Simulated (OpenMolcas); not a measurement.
# Os6+: effect of the active space

| Property | Result |
| --- | --- |
| Program | OpenMolcas |
| Method | CASSCF or its RAS form |
| Basis | ANO-RCC-VQZP |
| Scalar Hamiltonian | DKH2, point nucleus |
| Spin-orbit coupling | RASSI with atomic mean-field integrals over the reference wave functions, term energies averaged over their components |

A. 2 electrons in 5 orbitals (5d); 2S+1 = 3 even, 10 roots; 2S+1 = 1 even, 15 roots; cost roughly 11 core-seconds
B. 8 electrons in 8 orbitals (RAS1 5p, at most 2 holes; RAS2 5d); 2S+1 = 3 even, 10 roots; 2S+1 = 1 even, 15 roots; cost roughly 25 core-seconds
C. 2 electrons in 10 orbitals (5d 6d); 2S+1 = 3 even, 10 roots; 2S+1 = 1 even, 15 roots; cost roughly 23 core-seconds

Energies in cm⁻¹ above 5d² ³F₂, the measured ground level; measured values from van het Hof, Joshi, Wyart and Sugar, J. Res. Natl. Inst. Stand. Technol. 100, 687 (1995).

```csv
Level,A,B,C,Measured
5d² ³F₂,0.0,0.0,0.0,0.0
5d² ³F₃,9751,10295,9806,10308
5d² ³F₄,17756,18573,17819,
5d² ³P₀,18162,17523,18216,15837
5d² ³P₁,23942,23845,23927,22098
5d² ¹G₄,33149,34262,33079,31274
5d² ³P₂ [56 %],34829,35086,34785,33127
5d² ¹S₀,63849,60789,63181,57710
```

Deviations, from unrounded energies. A percentage is the sum of absolute deviations over the sum of measured energies, with the sign that they share, or ± where signs differ.

```
                        Against measurement  Levels     A     B     C
             mean absolute deviation (cm-1)       6  2400  1900  2300
      fine structure of the ground term (%)       1  -5.4  -0.1  -4.9
other terms of the ground configuration (%)       5  +8.7  +7.2  +8.2
```

B lies closest to measurement on these levels and A furthest from it. The largest miss of B in the table is 5d² ¹S₀, by +3100 cm-1. The ranking rests on the paired levels alone, and a cruder setting can come out closer through cancelling errors.

Among A to C the level of the table that moves most is 5d² ¹S₀, by 3100 cm-1 (lowest in B, highest in A).

Without dynamic correlation excited terms often stand tens of per cent too high (terms of higher spin than the ground term too low), and those without a measured partner can miss by more than the paired ones. Active for correlation alone: 5p; no level in the range computed is led by a configuration that opens it, so any true level of that kind is missing (holds for B). Active for correlation alone: 6d; no level in the range computed is led by a configuration that fills it, so any true level of that kind is missing (holds for C). Measured partners are found by configuration, term and J. A level has none where our copy of the source lacks it or the pairing is in doubt (some pairs that miss far off the trend of their configuration count as doubtful), and it then counts in no deviation. Levels of configurations outside the active space are missing. Levels that lie high or do not pair safely by name in every column are left out.

A share in square brackets marks a mixed level and gives the weight of the term that names it, the lowest over the columns.
